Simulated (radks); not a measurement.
Isoelectronic series with 17 electrons, each ion in its NIST ground configuration. Calculated with a radial shooting solver on a logarithmic mesh with Libxc functionals: scalar-relativistic Kohn-Sham, BLYP, spin-polarised, spherical densities, point nucleus; open shells are filled with parallel spins first (spin-orbit coupling, left out, can overturn this in heavy ions). Total energies (hartree) and mean radii <r> (bohr):

| ion | configuration | E (hartree) | 3p down | 3p up |
|---|---|---|---|---|
| Cl | [Ne] 3s2 3p5 | -461.63719 | 1.868 | 1.834 |
| Ca3+ | [Ne] 3s2 3p5 | -678.03031 | 1.210 | 1.204 |
| V6+ | [Ne] 3s2 3p5 | -938.62115 | 0.9183 | 0.9155 |
| Fe9+ | [Ne] 3s2 3p5 | -1243.63627 | 0.7443 | 0.7428 |
| Cu12+ | [Ne] 3s2 3p5 | -1593.43958 | 0.6271 | 0.6262 |
| Ge15+ | [Ne] 3s2 3p5 | -1988.48284 | 0.5422 | 0.5416 |
| Br18+ | [Ne] 3s2 3p5 | -2429.29451 | 0.4777 | 0.4773 |
| Sr21+ | [Ne] 3s2 3p5 | -2916.47812 | 0.4269 | 0.4266 |
| Nb24+ | [Ne] 3s2 3p5 | -3450.71422 | 0.3858 | 0.3855 |
| Ru27+ | [Ne] 3s2 3p5 | -4032.76432 | 0.3518 | 0.3516 |
| Ag30+ | [Ne] 3s2 3p5 | -4663.47614 | 0.3233 | 0.3231 |
| Sn33+ | [Ne] 3s2 3p5 | -5343.79019 | 0.2989 | 0.2987 |
| I36+ | [Ne] 3s2 3p5 | -6074.74762 | 0.2778 | 0.2776 |
| Ba39+ | [Ne] 3s2 3p5 | -6857.4995 | 0.2594 | 0.2592 |
| Pr42+ | [Ne] 3s2 3p5 | -7693.3177 | 0.2431 | 0.2430 |
| Sm45+ | [Ne] 3s2 3p5 | -8583.6083 | 0.2287 | 0.2286 |
| Tb48+ | [Ne] 3s2 3p5 | -9529.9261 | 0.2158 | 0.2157 |
| Er51+ | [Ne] 3s2 3p5 | -10533.9940 | 0.2042 | 0.2041 |
| Lu54+ | [Ne] 3s2 3p5 | -11597.7242 | 0.1937 | 0.1936 |
| W57+ | [Ne] 3s2 3p5 | -12723.2446 | 0.1841 | 0.1841 |
| Ir60+ | [Ne] 3s2 3p5 | -13912.9312 | 0.1754 | 0.1753 |
| Hg63+ | [Ne] 3s2 3p5 | -15169.4472 | 0.1673 | 0.1673 |
